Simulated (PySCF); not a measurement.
GaF2I, SMILES [F][Ga]([F])[I]. Geometry optimised at B3LYP-D3(BJ)/def2-SVP. The def2 effective core potentials stand for the cores of I; spin–orbit coupling is left out.

All values below come from B3LYP-D3(BJ)/def2-SVP (PySCF).

Harmonic wavenumbers (cm⁻¹): 116, 160, 179, 265, 698, 742. Rotational constants (GHz): 6.153, 1.065, 0.9076; symmetry number 2.

Task: Work out the zero-point energy and the ideal-gas rigid-rotor harmonic-oscillator thermochemistry at 298.15 K and 1 atm.

Result: ZPE = ½ Σ hcν = ½ × 2160 cm⁻¹ = 12.92 kJ/mol. H − E(el) = 29.66 kJ/mol. Entropy in J/(mol K): translation 176.82, rotation 112.99, vibration 42.90, total 332.70. G − E(el) = -69.53 kJ/mol. Cp = 70.99 J/(mol K). Modes under 150 cm⁻¹ make the vibrational entropy uncertain.
